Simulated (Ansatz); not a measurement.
Single points on the cluster Mo3N3⁺.

```yaml
crystal:
  periodic: [false, false, false]
  atoms:
    - {symbol: Mo, position_ang: [0.617985, -1.290138, -0.333135]}
    - {symbol: Mo, position_ang: [-1.738053, 0.068293, -0.154091]}
    - {symbol: Mo, position_ang: [1.001885, 1.359335, -0.133003]}
    - {symbol: N, position_ang: [-1.108989, -1.576834, 0.303434]}
    - {symbol: N, position_ang: [-0.815538, 1.578652, 0.270554]}
    - {symbol: N, position_ang: [2.042720, -0.139298, 0.046240]}
basis:
  gaussian: {orbitals: def2-TZVP, initial_orbitals: start.molden}
total_charge: 1
hamiltonian: {xc: pbe, dispersion: d4}
scf: {omitted_lower_state_checks: [starts]}
output: {orbitals: {seedname: orbitals}}
```

The file start.molden holds the orbitals of an earlier run on this structure, at another level or in another basis.

```sh
$ ansatz run in.yaml --threads 4 --pin off --events-out ev --progress --plain --max-ram 4787MiB
```

It prints (some lines left out):

```
Functional definition: PBE
  name "PBE"
  cite "Perdew, Burke & Ernzerhof, Phys. Rev. Lett. 77, 3865 (1996) doi:10.1103/PhysRevLett.77.3865"
  parent pbe
  parameter kappa = 0.804
  parameter beta = 0.06672455060314922
  exchange = pbe_x(kappa = kappa, mu = beta*pi^2/3)
  correlation = pbe_c(beta = beta)
these checks for a lower state are left out or cut short: starts
1389 factors; their error is unknown
mean field evaluation 1: about -10028.8591 eV, gradient 1.0e1 eV
mean field evaluation 2: about -10029.3412 eV, gradient 1.2e0 eV
mean field evaluation 4: about -10029.2536 eV, gradient 1.2e1 eV
mean field evaluation 8: about -10029.7398 eV, gradient 6.7e-1 eV
mean field evaluation 16: about -10029.7261 eV, gradient 2.7e-3 eV
mean field -10029.72612437 eV, -368.5856366782 hartree, gradient 3.3e-6 eV, S^2 0.000000; 0 other end points of the search recorded, 0 dependent functions left out
reference -10029.72618670 eV, -368.5856389688 hartree; 31, 31 occupied and 182, 182 virtual orbitals, 1389 factors
Total energy: -10030.12552294 eV, -368.6003143049 hartree
Checks for a lower state left out: starts
```

Hardware: 4 threads of Arm Neoverse V1 on a shared host. Wall time 7 s.

First input, but with `gaussian: {orbitals: def2-TZVP}`, `hamiltonian: {xc: pbe0, dispersion: d4}` (abridged; 23 s):

```
Functional definition: PBE0
mean field evaluation 16: about -10024.0770 eV, gradient 1.3e-2 eV
mean field evaluation 32: about -10024.0770 eV, gradient 1.5e-4 eV
mean field -10024.07703931 eV, -368.3780366313 hartree, gradient 1.4e-5 eV, S^2 0.000000
Total energy: -10024.41773282 eV, -368.3905568867 hartree
Checks for a lower state left out: starts
```

The first input with `hamiltonian: {xc: r2scan, dispersion: d4}` (abridged; 39 s):

```
Functional definition: r2SCAN
mean field evaluation 16: about -10031.6281 eV, gradient 5.1e-5 eV
mean field -10031.62807938 eV, -368.6555322356 hartree, gradient 3.3e-6 eV, S^2 0.000000
Total energy: -10031.70961794 eV, -368.6585287223 hartree
Checks for a lower state left out: starts
```

Geometry: PBE0-D4/def2-SVP, that of the neutral doublet.

In the def2 sets Mo takes a core potential; there is no spin–orbit coupling. A triplet lies near this restricted singlet, and broken spin symmetry wasn't tried. At PBE0-D4/def2-TZVP a triplet of charge 1 lies 1.46 eV below the restricted singlet at the same geometry. That triplet is doubtful there (⟨S²⟩ 3.99, where a pure state has 2.00). Another isomer (doublet) lies 0.48 eV lower at PBE-D4/def2-TZVP.
